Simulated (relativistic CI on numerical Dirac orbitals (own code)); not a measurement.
Calculated at this level of theory: Dirac-Coulomb-Breit CI, orbitals from a KLI potential per configuration, a model potential for QED, unscaled Slater integrals (own radial code, finite nucleus).

The strongest absorption lines from the ground level of an ion, among the configurations computed and to levels below about 1660 eV (vacuum wavelength in nm, gf): 1.1193 (0.074), 1.1349 (0.058), 1.5829 (0.19), 1.6410 (0.18), 8.8090 (0.97), 15.287 (0.27).

Q: Which ion is it?
A. Gd35+
B. Ta44+
C. Yb41+
D. Ho38+

A: D. Ho38+ has 29 electrons and the ground level 3d10 4s 2S_1/2; the strongest line goes to 3d10 4p 2P°_3/2. The pattern of lines fixes the number of electrons, and along that sequence the line energies rise steadily with the charge (about as its square where n changes within one kind of shell, about linearly where n is kept but much faster in heavy ions where fine structure, which grows about as Z⁴, sets the gap, and irregularly where shells cross), which fixes Z. Configurations outside the model, such as inner-shell arrays, can give stronger lines. At this charge energies of transitions that change n are usually good to better than 1 %, and those within a shell (Δn = 0) to a few per cent.

LS names give the leading component of a level, which can be under half, so a name can repeat, a term be missing and a line seem to break the LS rules.
